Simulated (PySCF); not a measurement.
TeOI₂, singlet: structure and spectrum

Method: PBE/[Te def2-SVP with ECP28, O def2-SVP, I def2-SVP with ECP28], scalar-relativistic core potentials, density fitting, no spin–orbit coupling, PySCF.

The structure is a saddle point with 1 imaginary mode.

```
Point group                                                                   : C2v
Bond lengths                                                                  : Te–I 2.897 Å (×2), Te–O 1.848 Å
Bond angles                                                                   : I–Te–I 158.8°, I–Te–O 100.6° (×2)
Principal polarisabilities                                                    : 48.3, 70.4, 255.5 bohr³
Dipole moment                                                                 : 1.87 D
Atomisation energy without zero-point energy                                  : 734 kJ/mol
Zero-point energy (real modes)                                                : 7.8 kJ/mol
Rotational constants                                                          : 0.1706, 0.008191, 0.007816 cm⁻¹
Principal quadrupole moments (Buckingham, traceless) about the centre of mass : -4.41, -3.98, 8.39 D Å
Lowest empty level                                                            : -5.79 eV
Highest occupied level                                                        : -6.56 eV
```

Harmonic modes (masses in u: Te 129.906, O 15.995, I 126.904):
```json
{"symmetry": "b1", "ω (cm⁻¹)": "85i", "IR (km/mol)": "–", "type": "bend"}
{"symmetry": "a1", "ω (cm⁻¹)": "45", "IR (km/mol)": "0.7", "type": "bend"}
{"symmetry": "a1", "ω (cm⁻¹)": "120", "IR (km/mol)": "0.3", "type": "stretch"}
{"symmetry": "b2", "ω (cm⁻¹)": "149", "IR (km/mol)": "21.2", "type": "mixed"}
{"symmetry": "b2", "ω (cm⁻¹)": "202", "IR (km/mol)": "56.6", "type": "bend"}
{"symmetry": "a1", "ω (cm⁻¹)": "788", "IR (km/mol)": "18.1", "type": "stretch"}
```

In C2v the vibrations span b1 + 3a1 + 2b2. Here b1 is antisymmetric to the molecular plane and b2 lies in it.

Charges (e):
| atom | Mulliken | Löwdin | polar tensor | Mayer order to Te1 |
| --- | --- | --- | --- | --- |
| Te1 | 0.75 | 0.65 | 1.33 | – |
| O2 | -0.39 | -0.37 | -0.37 | 1.73 |
| I3,4 | -0.18 | -0.14 | -0.48 | 0.86 |

Mulliken populations on Te1 (electrons outside its core potential): s 3.93, p 9.02, d 10.30.

Outer orbital energies (eV). occupied: -9.94, -9.42, -7.56, -7.20, -7.03, -6.95, -6.69, -6.56; empty: -5.79, -3.20, -2.56, 3.90.

Only a few start shapes were tried, so a lower isomer may exist. At this level a singlet minimum of Cs symmetry lies 66 kJ/mol below this structure.

The final relaxation and frequency run took of the order of 2.1 core-minutes on a shared host.
